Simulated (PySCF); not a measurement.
Species: 1,6-naphthyridine, C8H6N2.
SMILES with atom numbers: `[cH:1]1[cH:2][n:3][c:4]2[cH:5][cH:6][n:7][cH:8][c:9]2[cH:10]1` (hydrogens: H11 on C1; H12 on C2; H13 on C5; H14 on C6; H15 on C8; H16 on C10)

Method: PBE0-D3(BJ)/def2-SVP geometry optimisation, gas phase in PySCF 2.14.0; density fitting, grid level 1; the optimiser is geomeTRIC in internal coordinates, started from a GFN2-xTB structure with every atom displaced at random (about 0.01 Å).

Step 1: E = -11352.4457 eV
```
atom  x, y, z in Å  |  force x, y, z in eV/Å
C1     -2.2004    0.1637    0.1299    0.177  -0.306  -0.056
C2     -1.7531   -1.1134   -0.3113   -0.116   0.028   0.007
N3     -0.4935   -1.4553   -0.4459   -0.262   0.076   0.067
C4      0.4352   -0.5215   -0.1330    0.553  -0.070  -0.115
C5      1.8174   -0.8337   -0.2519   -0.250  -0.312  -0.073
C6      2.7498    0.1202    0.0689    0.143   0.131   0.031
N7      2.4361    1.3686    0.4937   -0.009  -0.028   0.021
C8      1.1700    1.6801    0.6109    0.155   0.123  -0.029
C9      0.1096    0.7884    0.3110   -0.324  -0.041   0.078
C10    -1.2621    1.1141    0.4430    0.013   0.108   0.004
H11    -3.2686    0.3526    0.2216   -0.094   0.067  -0.001
H12    -2.5043   -1.8797   -0.5574    0.113   0.067   0.005
H13     2.0949   -1.8393   -0.5937   -0.022   0.218   0.068
H14     3.8223   -0.1015   -0.0117   -0.105   0.028   0.006
H15     0.9318    2.6990    0.9538    0.001  -0.098  -0.016
H16    -1.5574    2.1088    0.7892    0.027   0.008   0.003
```

Step 2: E = -11352.4513 eV
```
atom  x, y, z in Å  |  force x, y, z in eV/Å
C1     -2.1997    0.1611    0.1320   -0.091  -0.047  -0.007
C2     -1.7589   -1.1141   -0.3081    0.077   0.079   0.016
N3     -0.4999   -1.4546   -0.4388    0.008  -0.034  -0.022
C4      0.4409   -0.5263   -0.1340    0.045   0.015   0.016
C5      1.8199   -0.8365   -0.2518   -0.145  -0.058  -0.016
C6      2.7507    0.1231    0.0679    0.053   0.018   0.003
N7      2.4379    1.3699    0.4938   -0.029  -0.065  -0.028
C8      1.1712    1.6754    0.6074   -0.038   0.113   0.042
C9      0.1056    0.7833    0.3144    0.025  -0.017   0.007
C10    -1.2639    1.1150    0.4459    0.059  -0.030  -0.027
H11    -3.2701    0.3602    0.2156    0.008   0.019   0.001
H12    -2.5049   -1.8780   -0.5620    0.016  -0.002   0.006
H13     2.1030   -1.8344   -0.5925    0.016   0.025   0.006
H14     3.8207   -0.0948   -0.0146   -0.004  -0.011  -0.002
H15     0.9299    2.6897    0.9533   -0.010   0.005   0.004
H16    -1.5548    2.1121    0.7888    0.011  -0.009   0.001
```

Q: Estimate the geometry and energy of step 3. (The exact step hangs on the optimiser's Hessian estimate; all steps are aligned on step 2, rigid shifts and turns removed.)

A: E = -11352.4508 eV, largest force 0.147 eV/Å
```
atom  x, y, z in Å  |  force x, y, z in eV/Å
C1     -2.2042    0.1617    0.1323    0.082   0.018  -0.005
C2     -1.7549   -1.1095   -0.3061   -0.079  -0.072  -0.026
N3     -0.4981   -1.4546   -0.4372    0.033   0.027  -0.004
C4      0.4446   -0.5284   -0.1331   -0.054   0.003   0.025
C5      1.8190   -0.8432   -0.2533   -0.038   0.137   0.040
C6      2.7457    0.1220    0.0662    0.045   0.006   0.005
N7      2.4329    1.3685    0.4927    0.018   0.003  -0.009
C8      1.1681    1.6816    0.6104   -0.012  -0.138  -0.029
C9      0.1087    0.7811    0.3166   -0.028   0.020  -0.007
C10    -1.2609    1.1099    0.4440   -0.038   0.060   0.022
H11    -3.2746    0.3663    0.2132    0.046  -0.011  -0.002
H12    -2.4968   -1.8755   -0.5603   -0.035  -0.031  -0.005
H13     2.1057   -1.8376   -0.5943    0.020  -0.041  -0.014
H14     3.8152   -0.0940   -0.0174    0.033  -0.006   0.000
H15     0.9249    2.6945    0.9572    0.005   0.015   0.003
H16    -1.5475    2.1082    0.7862    0.000   0.009   0.005
```

The energy changes by +0.0005 eV. The first-order estimate −F·Δx gives -0.0036 eV and the mean of the old and new forces, exact on a quadratic surface, +0.0005 eV. The step makes an angle of 61° with the force vector and moves no atom by more than 0.009 Å.

The cost below is that of the whole optimisation. On an Arm Neoverse V2 with one thread, no GPU, shared host with 32 logical CPUs at a one-minute load of 10, this took 87 s wall and 0.77 GiB of memory at its peak.
